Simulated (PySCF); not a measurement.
PBE0-D3(BJ)/def2-TZVP geometry optimisation, gas phase with PySCF 2.14 and geomeTRIC: V(NH2)3, charge 0, multiplicity 3. Start (model start, shaken):

```
10

V     0.0000    0.0045   -0.0041
N     1.8066   -0.0068   -0.0149
H     2.4209    0.8401   -0.0074
H     2.4107   -0.8126    0.0053
N    -0.9084    1.5622   -0.0004
H    -1.9097    1.6656   -0.0069
H    -0.5284    2.4864   -0.0276
N    -0.9135   -1.5952    0.0041
H    -0.4975   -2.5086   -0.0377
H    -1.9282   -1.6865    0.0017
```

```csv
step,E − E(start) / kcal mol⁻¹,largest force / Eh bohr⁻¹
0,0.00,0.04836
1,-5.84,0.01006
2,-10.61,0.01584
3,-12.84,0.02093
4,-15.13,0.00891
5,-18.50,0.02190
6,-19.70,0.01181
7,-20.59,0.00323
8,-20.86,0.00175
9,-21.09,0.00329
10,-21.55,0.00737
11,-21.83,0.00361
12,-22.11,0.00178
13,-22.18,0.00152
14,-22.20,0.00100
15,-22.24,0.00081
16,-22.27,0.00106
17,-22.36,0.00199
18,-21.17,0.00647
19,-22.44,0.00395
20,-22.59,0.00340
21,-22.73,0.00247
22,-22.81,0.00105
23,-22.84,0.00086
24,-22.86,0.00058
25,-22.86,0.00029
```

The optimisation met its thresholds. End point:

```
10

V    -0.0108   -0.0031    0.2951
N     1.8452    0.0634    0.0751
H     2.3214    0.2049   -0.8053
H     2.5111   -0.3014    0.7456
N    -0.9239    1.5922    0.0168
H    -1.9225    1.6781   -0.1116
H    -0.4858    2.4984   -0.0734
N    -0.9963   -1.5653    0.0086
H    -1.3387   -1.8734   -0.8917
H    -1.0471   -2.3448    0.6529
```

Metal–donor distances, start → end: N2 1.807 → 1.870 Å, N5 1.803 → 1.859 Å, N8 1.842 → 1.869 Å.

No frequencies were computed, so the end point may be a saddle point.

The job took 7.6 min on one thread of Arm Neoverse V1 (shared host), with 174 basis functions and a peak of 0.68 GiB, launched as `OMP_NUM_THREADS=1 python lf_run.py task.json out`.
